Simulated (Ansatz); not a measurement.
System (SMILES): [GeH3] (GeH3), doublet.
Atoms: Ge1, H2, H3, H4. Bonds: Ge1-H2, Ge1-H3, Ge1-H4.

Basis-set convergence of the optimised Ge1-H2 bond length at HF with Ansatz (a program for electronic structure). Cartesian d functions, on some or all atoms, in 3-21G, 6-31G*; all else is spherical. The program fits the integrals of some runs and decomposes those of others, by size. Open shells are unrestricted. No added dispersion term, no relativity. Reference: the value in def2-QZVPPD, 1.5338 Å, itself unsure by roughly 0.0002 Å (its mean distance from pcseg-3, def2-QZVPP, cc-pVQZ). Deviations are taken from unrounded values.

| basis | functions | optimised Ge1-H2 bond length (Å) | minus reference (Å) |
|---|---|---|---|
| pcseg-0 | 28 | 1.5229 | -0.0109 |
| 3-21G | 29 | 1.5368 | 0.0030 |
| 6-31G* | 41 | 1.5395 | 0.0057 |
| 6-311G** | 62 | 1.5332 | -0.0006 |
| aug-cc-pVDZ | 63 | 1.5369 | 0.0031 |
| def2-TZVPD | 81 | 1.5360 | 0.0022 |
| cc-pVTZ | 85 | 1.5351 | 0.0013 |
| def2-QZVP | 165 | 1.5339 | 0.0001 |
| def2-QZVPPD | 194 | 1.5338 | 0.0000 |
